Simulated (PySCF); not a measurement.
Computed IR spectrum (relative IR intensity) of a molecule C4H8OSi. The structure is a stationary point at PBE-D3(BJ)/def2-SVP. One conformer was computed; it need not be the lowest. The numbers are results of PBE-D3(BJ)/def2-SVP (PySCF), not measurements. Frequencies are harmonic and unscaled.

ν (cm⁻¹): 294 (w), 339 (vw), 510 (w), 560 (w), 608 (m), 655 (m), 694 (w), 776 (w), 865 (s), 880 (vs), 906 (m), 914 (m), 928 (m), 938 (m), 1005 (vw), 1034 (w), 1091 (w), 1131 (w), 1254 (m), 1339 (w), 1385 (w), 1402 (w), 1665 (m), 2158 (vs), 2167 (vs), 2189 (s), 2969 (w), 2996 (w), 3043 (w), 3094 (vw) (against the strongest line: vs over 80 %, s over 45 %, m over 15 %, w over 4 %, vw less)

### Question
Which structure fits?
A. C1=C[SiH2]CCO1
B. C#CCCO[SiH3]
C. C[SiH2][C@@H]1C=CO1
D. CC1=C[C@H]([SiH3])O1

### Answer
D, CC1=C[C@H]([SiH3])O1
